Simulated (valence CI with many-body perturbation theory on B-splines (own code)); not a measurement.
Energy levels of Ir⁴⁺

Level of theory: relativistic CI+MBPT: five valence electrons over a frozen Dirac-Fock core [Xe] 4f14, a basis of 7 s, 7 p, 8 d, 6 f, 4 g, 1 h functions for each j, with the one-electron correlation potential Σ1, the two-electron term Σ2, the three-electron term Σ3, Breit, model QED; selected CI, second order for the rest, scaled by the run's own slope (own B-spline code, finite nucleus).

No measured levels were compared; by estimate terms of the open shell hold to 2 to 4 % of their energy, and close levels can change places; different configurations can be misplaced against each other by 1,000 to 8,000 cm⁻¹. Among the levels kept, up to 2200 cm⁻¹ of a level comes from second order outside the variational space, and about a tenth of that is noise between levels of different J, which matters for small intervals.

Levels 136 to 180 of 220, with energies above the lowest level, 5d5 6S_5/2. "Leading %" is the weight of the configuration and term that name the level; weights of strongly mixed levels are sums over their largest components and can fall short. In the jj column 3d3/2^4 stands for four electrons in 3d with j = 3/2. Lifetimes count E1, E2, E3, M1 and M2 decay at the calculated energies, and are blank where another channel may lead or the interval is too uncertain; long ones can be off by a factor of two.

```csv
No.,Configuration,Term,J,E (cm⁻¹),Leading %,g,Lifetime,Leading jj
136,5d4.6p,4G°,11/2,181430,39,1.162,221 ps,5d3/2^2 5d5/2^2 6p1/2 (80 %)
137,5d4.6p,4F°,7/2,181770,26,1.153,341 ps,5d3/2 5d5/2^3 6p1/2 (42 %)
138,5d4.6p,4D°,3/2,182030,35,1.168,282 ps,5d3/2^2 5d5/2^2 6p1/2 (38 %)
139,5d4.6p,2F°,7/2,183020,28,1.094,419 ps,5d3/2^2 5d5/2^2 6p1/2 (54 %)
140,5d4.6p,4D°,5/2,183880,37,1.222,306 ps,5d3/2^2 5d5/2^2 6p1/2 (33 %)
141,5d4.6s,2S,1/2,184750,89,1.979,154 μs,5d3/2^2 5d5/2^2 6s (44 %)
142,5d4.6p,6D°,9/2,184840,21,1.156,403 ps,5d3/2^2 5d5/2^2 6p1/2 (40 %)
143,5d4.6p,4D°,3/2,185270,35,1.241,189 ps,5d3/2^2 5d5/2^2 6p3/2 (33 %)
144,5d4.6p,4F°,7/2,185580,26,1.167,182 ps,5d3/2^2 5d5/2^2 6p1/2 (44 %)
145,5d4.6p,4F°,9/2,185610,48,1.244,146 ps,5d3/2^3 5d5/2 6p3/2 (49 %)
146,5d4.6p,4D°,7/2,185790,34,1.231,150 ps,5d3/2^3 5d5/2 6p3/2 (57 %)
147,5d4.6p,4F°,5/2,186830,25,1.044,217 ps,5d3/2^2 5d5/2^2 6p1/2 (35 %)
148,5d3.6s2,4F,5/2,187240,90,1.037,902 ns,5d3/2^2 5d5/2 6s^2 (86 %)
149,5d4.6p,4P°,5/2,187820,24,1.179,271 ps,5d3/2 5d5/2^3 6p1/2 (53 %)
150,5d4.6p,4G°,7/2,187980,36,1.025,284 ps,5d3/2 5d5/2^3 6p1/2 (58 %)
151,5d4.6p,4D°,3/2,188570,29,1.025,244 ps,5d3/2^2 5d5/2^2 6p3/2 (37 %)
152,5d4.6p,2H°,11/2,189060,27,1.088,283 ps,5d3/2^3 5d5/2 6p3/2 (36 %)
153,5d4.6p,4D°,5/2,189150,33,1.171,164 ps,5d3/2^2 5d5/2^2 6p1/2 (30 %)
154,5d4.6p,4F°,9/2,189250,36,1.138,224 ps,5d3/2^2 5d5/2^2 6p3/2 (36 %)
155,5d4.6p,4H°,11/2,190430,34,1.094,479 ps,5d3/2 5d5/2^3 6p1/2 (55 %)
156,5d4.6p,4G°,5/2,190900,26,1.086,173 ps,5d3/2^3 5d5/2 6p3/2 (34 %)
157,5d4.6p,4D°,7/2,191320,30,1.075,229 ps,5d3/2^2 5d5/2^2 6p3/2 (65 %)
158,5d4.6p,4G°,9/2,191490,39,1.187,166 ps,5d3/2 5d5/2^3 6p1/2 (45 %)
159,5d4.6p,2K°,13/2,191710,42,1.057,644 ps,5d3/2 5d5/2^3 6p1/2 (56 %)
160,5d4.6p,4F°,3/2,191950,36,1.024,175 ps,5d3/2 5d5/2^3 6p1/2 (47 %)
161,5d4.6p,4D°,1/2,192230,54,0.582,383 ps,5d3/2 5d5/2^3 6p1/2 (63 %)
162,5d4.6p,2D°,3/2,192430,29,1.296,147 ps,5d3/2^2 5d5/2^2 6p1/2 (39 %)
163,5d4.6p,4H°,11/2,192720,48,1.089,300 ps,5d3/2^2 5d5/2^2 6p3/2 (42 %)
164,5d3.6s2,4F,7/2,192910,80,1.188,690 ns,5d3/2^2 5d5/2 6s^2 (54 %)
165,5d4.6p,4G°,9/2,193390,29,1.097,272 ps,5d3/2^2 5d5/2^2 6p3/2 (40 %)
166,5d4.6p,4D°,5/2,193550,27,1.068,227 ps,5d3/2^2 5d5/2^2 6p3/2 (37 %)
167,5d4.6p,4F°,3/2,194560,43,0.853,223 ps,5d3/2^2 5d5/2^2 6p3/2 (46 %)
168,5d4.6p,4D°,1/2,194650,31,1.229,366 ps,5d3/2^2 5d5/2^2 6p3/2 (54 %)
169,5d4.6p,2G°,7/2,194670,31,1.087,200 ps,5d3/2^2 5d5/2^2 6p3/2 (50 %)
170,5d4.6p,4G°,5/2,194790,28,1.004,339 ps,5d3/2^2 5d5/2^2 6p3/2 (31 %)
171,5d4.6p,4G°,7/2,195170,28,1.073,259 ps,5d3/2^2 5d5/2^2 6p3/2 (41 %)
172,5d4.6p,4H°,13/2,195220,41,1.134,401 ps,5d3/2^2 5d5/2^2 6p3/2 (82 %)
173,5d4.6p,4P°,5/2,195990,41,1.345,153 ps,5d3/2^2 5d5/2^2 6p3/2 (59 %)
174,5d4.6p,4F°,3/2,196200,44,0.936,157 ps,5d3/2^2 5d5/2^2 6p3/2 (49 %)
175,5d3.6s2,4F,9/2,196350,50,1.197,579 ns,5d3/2^2 5d5/2 6s^2 (68 %)
176,5d4.6p,4D°,1/2,196460,78,0.258,153 ps,5d3/2^2 5d5/2^2 6p3/2 (65 %)
177,5d4.6p,2I°,11/2,196490,36,1.087,186 ps,5d3/2^2 5d5/2^2 6p3/2 (48 %)
178,5d4.6p,4I°,15/2,196540,74,1.168,550 ps,5d3/2^2 5d5/2^2 6p3/2 (85 %)
179,5d3.6s2,4P,3/2,196680,47,1.406,301 ns,5d3/2^2 5d5/2 6s^2 (76 %)
180,5d4.6p,4P°,3/2,197310,36,1.413,188 ps,5d3/2^2 5d5/2^2 6p1/2 (32 %)
```

Names give the largest LS component (configuration and term), which can be under half, so a name can repeat, a term be missing and a line seem to break the LS rules; names also repeat where a configuration has a term twice.

Where two levels of one J and parity lie close, their mixing, g and order are uncertain.
